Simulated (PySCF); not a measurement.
CH₂AlF₃O₂.

```xyz
9

Al     0.3665     0.7826     0.5332
C     -0.3400    -0.7727    -0.5121
F     -1.6881    -0.8849    -0.3814
F      0.1806    -1.9625    -0.1370
F     -0.0933    -0.6470    -1.8407
O      1.3898     0.4236     1.8270
H      1.8384     0.9791     2.4677
O     -0.1596     2.2943    -0.0017
H      0.0025     3.1894     0.3018
```

Geometry optimised at B3LYP-D3(BJ)/def2-SVP. The structure was generated by enumeration; whether it is a known compound was not checked. The values are those of a single conformer.

All values below come from HF/pcSseg-1 run with PySCF. Non-relativistic, no solvent.

Computed absolute GIAO shielding of each atom: isotropic value and principal components (ppm):
```tsv
atom	σ(iso)	σ11	σ22	σ33	span
Al1	505.4	444.6	524.8	546.9	102.3
C2	70.3	62.0	62.5	86.3	24.3
F3	289.0	172.2	315.4	379.3	207.1
F4	287.0	172.2	313.9	375.0	202.8
F5	288.6	172.5	315.1	378.1	205.5
O6	325.9	293.6	315.5	368.7	75.1
H7	29.4	21.0	22.0	45.3	24.2
O8	326.6	296.7	313.6	369.5	72.8
H9	29.4	21.0	21.9	45.3	24.3
```
